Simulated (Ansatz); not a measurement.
An input meant for TiF3⁻ (charge -1, singlet; atoms displaced at random, 0.15 Å in each coordinate).

```yaml
crystal:
  periodic: [false, false, false]
  atoms:
    - {symbol: Ti, position_ang: [0.044763, 0.649194, 0.103254]}
    - {symbol: F, position_ang: [3.493237, 0.085209, 0.008662]}
    - {symbol: F, position_ang: [-1.800082, 2.660545, 0.449755]}
    - {symbol: F, position_ang: [-1.684742, -2.722307, 0.117848]}
basis:
  gaussian: {orbitals: cc-pVTZ}
total_charge: -1
hamiltonian: {xc: {name: r2SCAN}, dispersion: rvv10, pseudopotentials: {relativity: scalar}}
scf: {omitted_lower_state_checks: [starts]}
output: {forces: true}
```

```sh
$ ansatz run in.yaml --threads 4 --pin off --events-out ev --progress --plain --max-ram 3916MiB
```

Output, abridged:

```
Functional definition: r2SCAN+rVV10
945 factors; their error is unknown
mean field evaluation 1: about -31361.0620 eV, gradient 3.4e1 eV
mean field evaluation 2: about -30332.6446 eV, gradient 4.8e2 eV
mean field evaluation 4: about -30383.7548 eV, gradient 4.8e2 eV
mean field evaluation 8: about -31364.8011 eV, gradient 3.6e0 eV
mean field evaluation 16: about -31364.9163 eV, gradient 3.0e-4 eV
mean field -31364.91633848 eV, -1152.6394155351 hartree, gradient 1.9e-6 eV, S^2 0.000000; 0 other end points of the search recorded, 0 dependent functions left out
reference -31364.91636367 eV, -1152.6394164610 hartree; 25, 25 occupied and 133, 133 virtual orbitals, 945 factors
Total energy: -31364.91636367 eV, -1152.6394164610 hartree
Relativity: scalar
Atom 0 at     0.044763     0.649194     0.103254 Å, force    -1.043459     0.855085     0.399722 eV/Å
Atom 1 at     3.493237     0.085209     0.008662 Å, force    -1.577660     0.330881     0.029230 eV/Å
Atom 2 at    -1.800082     2.660545     0.449755 Å, force     2.115796    -2.163323    -0.408028 eV/Å
Atom 3 at    -1.684742    -2.722307     0.117848 Å, force     0.505323     0.977357    -0.020924 eV/Å
Dipole moment:    -0.035839     0.855161    -0.086796 e Å
Checks for a lower state left out: starts
```

In this input the coordinates are in bohr but typed as ångström. The calculation finished and met its thresholds. The result belongs to that input, not to the species as meant.

The highest occupied level of an anion often lies above zero with these methods, and sets without diffuse functions describe the outer electron poorly. A triplet lies near this restricted singlet, and broken spin symmetry wasn't tried.
